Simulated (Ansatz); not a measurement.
Consider the formal exchange of groups at the Se–Sn bond: `[SeH][SnH2][SeH]` + `N=CCl` → `N=C(Cl)[SeH]` + `[SeH][SnH3]`.

Calculated with Ansatz (gas phase, PBE0-D4/def2-TZVP geometries, no zero-point term in ΔE). CCSD(T)/CBS adds triple-zeta CCSD(T) − MP2 to the extrapolated MP2 energy (def2 sets, frozen cores). This one scheme is used for every species. def2 core potentials past Kr. For Se, Sn outer-core shells are correlated without core-valence functions, which leaves a few kJ/mol of doubt a bond. Scalar relativity is left out up to krypton. Each species was taken in one conformer, which may not be the lowest.

| species | CCSD(T)/CBS(def2) energy (Eh) |
| --- | --- |
| `[SeH][SnH2][SeH]` | -5017.88675 |
| `N=CCl` | -553.70684 |
| `N=C(Cl)[SeH]` | -2954.40837 |
| `[SeH][SnH3]` | -2617.13827 |

(1) Work out ΔE.

Largest T1 diagnostic among the species: 0.012.

Answers

(1) ΔE = (-2954.40837) + (-2617.13827) − (-5017.88675) − (-553.70684) = 0.04695 Eh = +29.5 kcal/mol.

At CCSD(T), def2-SVP lies −1.2 kcal/mol from the extrapolated value and def2-TZVPP −2.6 kcal/mol. From PBE to PBE0 (25 % exact exchange), in def2-TZVPP and without D4, ΔE moves by +1.7 kcal/mol. In def2-TZVPP, CCSD(T) changes the Hartree–Fock value by −5.4 kcal/mol (the triples alone add −0.9 kcal/mol) and MP2 by −5.2 kcal/mol.
